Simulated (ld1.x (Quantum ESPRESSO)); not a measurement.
**Bi: variants of one TM potential**

Base potential:

ld1.x (Quantum ESPRESSO) 7.5 input, shortened:

```
&input
   title='Bi', zed=83., rel=1, dft='PBESOL', iswitch=3,
   config='[Xe] 4f14 5d10 6s2 6p3'
 /
 &inputp
   pseudotype=2, tm=.true., lloc=0,
   nlcc=.true., new_core_ps=.true., rcore=1.35
 /
2
6P  2  1   3.00   0.00  2.25  2.25  0.0
6S  1  0   2.00   0.00  1.80  1.80  0.0
 &test
   configts(1)='6s2 6p3'
 /
```

Cutoffs, loose and tight: the cutoffs (Ry, on a coarse ladder) from which the occupation-weighted sum of valence levels, in a spherical-Bessel basis at the reference potential, stays within 10 and 1 mRy of its value at 400 Ry. They do not see the model core or the augmentation charge, which bear on the density cutoff. Test errors are all-electron minus pseudo excitation energies from the reference, over the configurations 6s2 6p2; 6s2 6p1; 6s2 6p0; 6s2 6p3.3; 6s1 6p0; 6s1 6p3; 6s1 6p4. A dash means not determined; rows that change the core or the reference have their own tests.

A true bound ghost makes a file unfit for plane-wave use even where its test errors are small: the radial tests pick states by their node count and pass the ghost by.

| change | outcome | cutoff, loose | cutoff, tight | bound ghosts | largest test error (meV) |
| --- | --- | --- | --- | --- | --- |
| base | generated | 25 Ry | 50 Ry | none | -887 |
| wave 6p (bound): rc 2.25 bohr becomes 6p (bound): rc 1.46 bohr | generated | 200 Ry | over 300 Ry | p | -1129 |
| wave 6p (bound): rc 2.25 bohr becomes 6p (bound): rc 2.20 bohr | generated | 25 Ry | 50 Ry | none | -890 |
| wave 6p (bound): rc 2.25 bohr becomes 6p (bound): rc 2.36 bohr | generated | 25 Ry | 50 Ry | none | -884 |
| wave 6p (bound): rc 2.25 bohr becomes 6p (bound): rc 2.68 bohr | generated | 25 Ry | 50 Ry | none | -907 |
| wave 6p (bound): rc 2.25 bohr becomes 6p (bound): rc 2.82 bohr | generated | 25 Ry | 50 Ry | none | -932 |
| wave 6p (bound): rc 2.25 bohr becomes 6p (bound): rc 3.20 bohr | generated | 25 Ry | 50 Ry | none | -1050 |
| wave 6p (bound): rc 2.25 bohr becomes 6p (bound): rc 3.36 bohr | generated | 25 Ry | 50 Ry | none | -1118 |

**Question.** What comes out with this change to the base: wave 6p (bound): rc 2.25 bohr becomes 6p (bound): rc 1.92 bohr?

**Answer.** outcome: generated; cutoff, loose: 30 Ry; cutoff, tight: 55 Ry; bound ghosts: none; largest test error (meV): -917.

**Question.** What comes out with this change to the base: wave 6p (bound): rc 2.25 bohr becomes 6p (bound): rc 1.74 bohr?

**Answer.** outcome: generated; cutoff, loose: 45 Ry; cutoff, tight: 100 Ry; bound ghosts: p; largest test error (meV): -957.

Reading the sweep of the p radius (base included, trends over the rows without a ghost): The loose cutoff stays near 25 Ry. The median size of the test errors (rows with all tests solved) falls from 59.0 meV at 1.92 to 39.3 meV at 3.36 bohr, with one reversal. This runs against the usual rule that a larger radius transfers worse; these runs do not show why. Bound ghosts are found at 1.46, 1.74 bohr.
